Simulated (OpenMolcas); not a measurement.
Fe4+ with 6 ligands (oxide) in tetragonal octahedral coordination (D4h) at 1.96 Å, the axial distance 1.980 Å. A charge of +1.33 e stands 2.4 Å behind each ligand. Ligand basis ANO-RCC-VDZP.

- Program: OpenMolcas 26.06
- Method: CASSCF
- Basis: ANO-RCC-VTZP [6s5p3d2f1g]
- Scalar Hamiltonian: DKH2, point nucleus
- Active space: 4 electrons in 5 orbitals (3d)
- State averaging: 2S+1 = 5 even, 5 roots; 2S+1 = 3 even, 45 roots; 2S+1 = 1 even, 50 roots
- Spin-orbit coupling: RASSI with atomic mean-field integrals over the reference wave functions

(1) What is the spin-free ground state?

(2) Where is the first state of the same spin?

(3) What are the lowest two levels with spin-orbit coupling?

(4) What is χT at 300 K, and how does it compare with the textbook value?

## Answers

(1) A state of multiplicity 5, 1-fold in its orbital part; it has the highest spin that d4 allows.

(2) A 1-fold state lies at 19700 cm-1 above the ground state.

(3) A 2-fold level with g = 0.00, 0.00, 7.90, then a 2-fold level 12.0 cm-1 above it. Their leading multiplicities are 5 (100 %) and 5 (100 %).

(4) The lowest level has 2S+1 = 5, for which the spin-only value is χT = S(S+1) / 2 = 3.000 cm3 K/mol (g = 2). The computed 2.975 at 300 K differs by -0.025, through a little spin-orbit mixing out of the ground term, against the free-electron g of 2.0023, which raises it.

Without dynamic correlation the repulsion within the d shell is too large (B by tens of per cent), so at a given field states of lower spin stand too high. CASSCF with metal d orbitals alone favours high spin, so a ground state of lower spin is not ruled out. The least metal-like active orbital is 67 % on the metal (Löwdin) and no ligand orbital is active, so the numbers are rough, and ground spin, moment and any spin crossover can be artefacts of this space; highly charged d ions in such sites are as a rule low spin. The oxide ions are held by bare point charges, a crude embedding. Ligand-to-metal charge-transfer states are missing. With no ligand orbital active B as a rule stays too high, so bands that hang on it stand too high and its fall with covalency is understated. With metal d orbitals alone and no dynamic correlation the field as a rule comes out too small, by tens of per cent, by up to half for chloride and softer ligands. No measured value stands beside these numbers; the geometry was imposed, not optimised, and the real ion may take another.

With an even number of electrons the g values are those of a degenerate or nearly degenerate non-Kramers pair.
